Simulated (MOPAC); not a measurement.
MOPAC input (PM6):

```
PM6 FORCE THERMO(298,298) PRECISE LET UHF MS=0.5 GEO-OK AUX(PRECISION=9) THREADS=1
CNSi

Si    0.00000000 1   -0.00000000 1   -1.22063840 1
C    -0.00000000 1    0.00000000 1    0.67946053 1
N     0.00000000 1    0.00000000 1    1.83924942 1
```

Output:

```
 *******************************************************************************
 **                                                                           **
 **                              MOPAC v23.2.5                                **
 **                                                                           **
 *******************************************************************************
 ** MOPAC's Digital Object Identifier: https://doi.org/10.5281/zenodo.6511958 **
 **                                                                           **
 ** Please cite the open-source release paper for use of this MOPAC version:  **
 ** J. E. Moussa and J. J. P. Stewart (2026)                                  **
 ** MOPAC: An open-source semiempirical molecular orbital program             **
 ** J. Open Source Softw., 11(119), 8025, https://doi.org/10.21105/joss.08025 **
 *******************************************************************************

                              PM6 CALCULATION RESULTS

 *******************************************************************************
 *  PM6        - The PM6 Hamiltonian to be used
 *  GEO-OK     - OVERRIDE INTERATOMIC DISTANCE AND OTHER SAFETY CHECKS
 *  UHF        - UNRESTRICTED HARTREE-FOCK CALCULATION
 *  MS=        - IN MECI, MAGNETIC COMPONENT OF SPIN =  0.5
 *  LET        - OVERRIDE SOME SAFETY CHECKS
 *  PRECISE    - TIGHTER CRITERIA TO BE USED
 *  FORCE      - FORCE CALCULATION SPECIFIED
 *  AUX        - OUTPUT AUXILIARY INFORMATION
 *  THERMO     - THERMODYNAMIC QUANTITIES TO BE CALCULATED
 *******************************************************************************
PM6 FORCE THERMO(298,298) PRECISE LET UHF MS=0.5 GEO-OK AUX(PRECISION=9) THREADS=1
 CNSi

   ATOM   CHEMICAL          X               Y               Z
  NUMBER   SYMBOL      (ANGSTROMS)     (ANGSTROMS)     (ANGSTROMS)

     1      Si          0.00000000  *  -0.00000000  *  -1.22063840  *
     2       C         -0.00000000  *   0.00000000  *   0.67946053  *
     3       N          0.00000000  *   0.00000000  *   1.83924942  *

          CARTESIAN COORDINATES

    NO.       ATOM           X           Y           Z

     1        Si          0.0000     -0.0000     -1.2206
     2         C         -0.0000      0.0000      0.6795
     3         N          0.0000      0.0000      1.8392

 General Reference for PM6:
 "Optimization of Parameters for Semiempirical Methods V: Modification of NDDO Approximations
 and Application to 70 Elements", J. J. P. Stewart, J. Mol. Mod., 13, 1173-1213 (2007)
 URL: https://link.springer.com/article/10.1007/s00894-007-0233-4

           Empirical Formula: C N Si  =     3 atoms

      MOLECULAR POINT GROUP   :   C*v

          UHF CALCULATION, NO. OF ALPHA ELECTRONS =    7
                           NO. OF BETA  ELECTRONS =    6

          HEAT OF FORMATION =     107.440379 KCALS/MOLE

          CARTESIAN COORDINATE DERIVATIVES

   NUMBER  ATOM         X            Y            Z

     1      Si     -0.002718     0.000000     0.000000
     2       C      0.000647    -0.000001     0.000000
     3       N      0.002070     0.000001     0.000000

 DIPOLE           X         Y         Z       TOTAL
 POINT-CHG.    -4.110    -0.000     0.000     4.110
 HYBRID         0.882    -0.000     0.000     0.882
 SUM           -3.229    -0.000     0.000     3.229

          GRADIENT NORM =   0.00348

          MOLECULAR WEIGHT =   54.10

          ROTATIONAL CONSTANTS IN CM(-1)

          A =    0.00000000   B =    0.17787692   C =    0.17787692

           PRINCIPAL MOMENTS OF INERTIA IN UNITS OF 10**(-40)*GRAM-CM**2

          A =        0.0000   B =      157.3715   C =      157.3715

          ORIENTATION OF MOLECULE IN FORCE CALCULATION

    NO.       ATOM         X         Y         Z

     1         Si      -1.2140   -0.0000    0.0000
     2          C       0.6861   -0.0000    0.0000
     3          N       1.8459    0.0000   -0.0000

    FIRST DERIVATIVES WILL BE USED IN THE CALCULATION OF SECOND DERIVATIVES

    FOR POINT-GROUP C*v  THERE ARE  84 UNIQUE SYMMETRY FUNCTIONS.

(To convert to Hartree/Bohr^2, multiply by (10^(-21) x N x a0^2)/(4.184 x 627.51) =  0.0642)

           FORCE MATRIX IN MILLIDYNES/ANGSTROM

                 Si  1       C  2       N  3
 ------------------------------------------
    Si    1   3.171764
     C    2   2.496471  21.235825
     N    3   0.697744  18.744178  19.426080

          HEAT OF FORMATION =     107.440379 KCALS/MOLE

          ZERO POINT ENERGY       4.951 KCAL/MOL

           NORMAL COORDINATE ANALYSIS (Total motion = 1 Angstrom)

   Root No.       1         2         3         4

                 1 Pi      1 Pi      1 Sig     2 Sig

                 283.8     283.8     625.5    2270.2

           1    0.0000   -0.0000    0.3175   -0.0128
           2   -0.0956    0.0030    0.0000    0.0000
           3   -0.0030   -0.0956   -0.0000   -0.0000
           4   -0.0000    0.0000   -0.3226    0.5453
           5    0.5898   -0.0185   -0.0000    0.0000
           6    0.0185    0.5898    0.0000   -0.0000
           7    0.0000   -0.0000   -0.3599   -0.4419
           8   -0.3141    0.0098   -0.0000   -0.0000
           9   -0.0098   -0.3141    0.0000    0.0000

           MASS-WEIGHTED COORDINATE ANALYSIS (NORMAL COORDINATES)

   Root No.       1         2         3         4

                 1 Pi      1 Pi      1 Sig     2 Sig

                 283.8     283.8     625.5    2270.2

           1    0.0000   -0.0000    0.6929   -0.0271
           2   -0.2100    0.0066    0.0000    0.0000
           3   -0.0066   -0.2100   -0.0000   -0.0000
           4   -0.0000    0.0000   -0.4605    0.7523
           5    0.8471   -0.0265   -0.0000    0.0000
           6    0.0265    0.8471    0.0000   -0.0000
           7    0.0000   -0.0000   -0.5548   -0.6583
           8   -0.4871    0.0152   -0.0000   -0.0000
           9   -0.0152   -0.4871    0.0000    0.0000

          DESCRIPTION OF VIBRATIONS

 VIBRATION          2    1Pi         ATOM PAIR     ENERGY CONTRIBUTION    RADIAL
 FREQUENCY           283.82         C 2 -- N 3         +61.1% ( 95.6%)      0.0%
 TRANSITION DIPOLE   0.3312         Si1 -- C 2         +38.9% ( 76.3%)      0.0%
 TRAVEL (Ang.)       0.1837
 REDUCED MASS        7.0428
 EFFECTIVE MASS     13.0499
 FORCE CONSTANT      0.3343

 VIBRATION          3    1Sig        ATOM PAIR     ENERGY CONTRIBUTION    RADIAL
 FREQUENCY           625.48         Si1 -- C 2         +89.1% (149.5%)    100.0%
 TRANSITION DIPOLE   2.6874         C 2 -- N 3         +10.9% ( 52.4%)    100.0%
 TRAVEL (Ang.)       0.1137
 REDUCED MASS        8.3421
 EFFECTIVE MASS     19.6964
 FORCE CONSTANT      1.9229

 VIBRATION          4    2Sig        ATOM PAIR     ENERGY CONTRIBUTION    RADIAL
 FREQUENCY          2270.21         C 2 -- N 3         +75.1% ( 99.9%)    100.0%
 TRANSITION DIPOLE   0.5216         Si1 -- C 2         +24.9% ( 57.6%)    100.0%
 TRAVEL (Ang.)       0.0677
 REDUCED MASS        6.4770
 EFFECTIVE MASS     12.8670
 FORCE CONSTANT     19.6679

      SYMMETRY NUMBER FOR POINT-GROUP C*v =  1

          SYSTEM IS A GROUND STATE

 CNSi

          MOLECULE IS LINEAR

          THERE ARE  4 GENUINE VIBRATIONS IN THIS SYSTEM
          THIS THERMODYNAMICS CALCULATION IS LIMITED TO
          MOLECULES WHICH HAVE NO INTERNAL ROTATIONS

                    CALCULATED THERMODYNAMIC PROPERTIES
                                          *
   TEMP. (K)   PARTITION FUNCTION   H.O.F.    ENTHALPY  HEAT CAPACITY ENTROPY
                                   KCAL/MOL   CAL/MOLE    CAL/K/MOL  CAL/K/MOL

 298.00  VIB.     0.1889D+01                   644.5420     4.3886     3.4271
         ROT.     0.1164D+04                   592.1869     1.9872    16.0168
         INT.     0.2200D+04                  1236.7288     6.3758    19.4439
         TRA.     0.3847D+27                  1480.4672     4.9680    37.8847
         TOT.                      107.440    2717.1960    11.3438    57.3286

   *: NOTE: HEATS OF FORMATION ARE RELATIVE TO THE
            ELEMENTS IN THEIR STANDARD STATE AT 298K
              (=  Standard Enthalpy of Formation).

            Hvib:  Zero-point energy is not included.
                   frequencies of less than zero cm-1 are not included.
            Hrot = (3/2)RT
            Htra = (3/2)RT + pV = (5/2)RT

            Heat capacity is Cp, not Cv

          For more information, see: HTTP://OpenMOPAC.net/Manual/thermochemistry.html

           FORCE CONSTANT IN CARTESIAN COORDINATES (Millidynes/A)

    ATOM   CHEMICAL       X               Y               Z
   NUMBER   SYMBOL  FORCE CONSTANT  FORCE CONSTANT  FORCE CONSTANT

      1      Si        3.170958        0.058975        0.058975
      2       C       21.227454        0.409599        0.409599
      3       N       19.424942        0.157686        0.157686

 **********************
 *                    *
 * JOB ENDED NORMALLY *
 *                    *
 **********************

 == MOPAC DONE ==
```
